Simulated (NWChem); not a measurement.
System: AlH$_{2}$Cl; SMILES [Cl][AlH2]

The following NWChem deck was run.

```
start job
memory heap 200 mb stack 900 mb global 1100 mb
geometry units angstroms noautosym nocenter noautoz
  Al     0.000000     0.000000     1.085671
  H      0.000000    -1.412235     1.818194
  H      0.000000     1.412235     1.818194
  Cl     0.000000     0.000000    -1.033959
end
basis spherical
  * library 6-31g*
end
dft
  xc hfexch
  iterations 150
end
property
  efieldgrad
end
task dft property
```

Excerpt of the output:

```
             Northwest Computational Chemistry Package (NWChem) 7.3.0
             --------------------------------------------------------

                             Geometry "geometry" -> ""
                             -------------------------

 Output coordinates in angstroms (scale by  1.889725989 to convert to a.u.)

  No.       Tag          Charge          X              Y              Z
 ---- ---------------- ---------- -------------- -------------- --------------
    1 Al                  13.0000     0.00000000     0.00000000     1.08567100
    2 H                    1.0000     0.00000000    -1.41223500     1.81819400
    3 H                    1.0000     0.00000000     1.41223500     1.81819400
    4 Cl                  17.0000     0.00000000     0.00000000    -1.03395900

 Effective nuclear repulsion energy (a.u.)      69.6626544793

  xc_inp: hfexch multiplicative factor not found.
                              NWChem Property Module
                              ----------------------

  itol2e modified to match energy
  convergence criterion.

                                 NWChem DFT Module
                                 -----------------

 Summary of "ao basis" -> "ao basis" (spherical)
 ------------------------------------------------------------------------------
       Tag                 Description            Shells   Functions and Types
 ---------------- ------------------------------  ------  ---------------------
 Al                          6-31g*                  8       18   4s3p1d
 H                           6-31g*                  2        2   2s
 Cl                          6-31g*                  8       18   4s3p1d

  itol2e modified to match energy
  convergence criterion.

            General Information
            -------------------
          SCF calculation type: DFT
          Wavefunction type:  closed shell.
          No. of atoms     :     4
          No. of electrons :    32
           Alpha electrons :    16
            Beta electrons :    16
          Charge           :     0
          Spin multiplicity:     1
          Use of symmetry is: off; symmetry adaption is: off
          Maximum number of iterations: 150
          AO basis - number of functions:    40
                     number of shells:    20
          Convergence on energy requested:  1.00D-07
          Convergence on density requested:  1.00D-05
          Convergence on gradient requested:  5.00D-04

[...]

          -----------------------
          Electric field gradient
          -----------------------

 1 a.u. = 0.324123 10**(16) esu/cm**3  ( or statvolts/cm**2 ) = 0.97174 10**(22) v/m**2

 ------------------------------------------------------------
   Atom      X         Y         Z
 ------------------------------------------------------------
    1 Al   0.00000   0.00000   2.05162
 ------------------------------------------------------------

 Electric field gradient in molecular frame (a.u.)
         XX             YY             ZZ             XY             XZ             YZ
 ------------------------------------------------------------------------------------------
       -1.012051       0.791085       0.220966       0.000000       0.000000       0.000000

 Principal components (a.u.) and orientation
 of principal axis w.r.t. absolute frame                      Asymmetry parameter eta
 --------------------------------------------------------------------------------------
       -1.012051       0.791085       0.220966                       0.563330

        1.000000       0.000000       0.000000
        0.000000       1.000000       0.000000
        0.000000       0.000000       1.000000

 ------------------------------------------------------------
   Atom      X         Y         Z
 ------------------------------------------------------------
    2 H    0.00000  -2.66874   3.43589
 ------------------------------------------------------------

 Electric field gradient in molecular frame (a.u.)
         XX             YY             ZZ             XY             XZ             YZ
 ------------------------------------------------------------------------------------------
        0.054147      -0.076372       0.022225       0.000000      -0.000000       0.070964

 Principal components (a.u.) and orientation
 of principal axis w.r.t. absolute frame                      Asymmetry parameter eta
 --------------------------------------------------------------------------------------
       -0.113481       0.059334       0.054147                       0.045704

        0.000000       0.000000       1.000000
        0.886154       0.463391       0.000000
       -0.463391       0.886154       0.000000

 ------------------------------------------------------------
   Atom      X         Y         Z
 ------------------------------------------------------------
    3 H    0.00000   2.66874   3.43589
 ------------------------------------------------------------

 Electric field gradient in molecular frame (a.u.)
         XX             YY             ZZ             XY             XZ             YZ
 ------------------------------------------------------------------------------------------
        0.054147      -0.076372       0.022225       0.000000       0.000000      -0.070964

 Principal components (a.u.) and orientation
 of principal axis w.r.t. absolute frame                      Asymmetry parameter eta
 --------------------------------------------------------------------------------------
       -0.113481       0.059334       0.054147                       0.045704

        0.000000       0.000000       1.000000
        0.886154      -0.463391       0.000000
        0.463391       0.886154       0.000000

 ------------------------------------------------------------
   Atom      X         Y         Z
 ------------------------------------------------------------
    4 Cl   0.00000   0.00000  -1.95390
 ------------------------------------------------------------

[...]
```

Level: Hartree-Fock/6-31G* (spherical d). The geometry was optimised at PBE-D3(BJ)/def2-SVP. NWChem prints the field gradient with the sign opposite to the second derivative of the potential.
